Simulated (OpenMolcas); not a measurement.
A run on Rh4+ among 6 point charges of -1.7 e arranged as an octahedron (Oh), 2 Å from the ion.

- Program: OpenMolcas 26.06
- Method: CASSCF
- Basis: ANO-RCC-VDZP [6s5p3d1f]
- Scalar Hamiltonian: DKH2, point nucleus
- Active space: 5 electrons in 5 orbitals (4d)
- State averaging: 2S+1 = 6 even, 1 root; 2S+1 = 4 even, 24 roots; 2S+1 = 2 even, 75 roots
- Spin-orbit coupling: RASSI with atomic mean-field integrals over the reference wave functions

43 basis functions. Blocks (2S+1, parity, CSFs, roots kept): 6, even, 1, 1; 4, even, 24, 24; 2, even, 75, 75.

Task: How long do the RASSCF and RASSI steps take on 1 thread of Arm Neoverse V1, on a shared host?

Result: About 24 s of wall time, without the integral step.
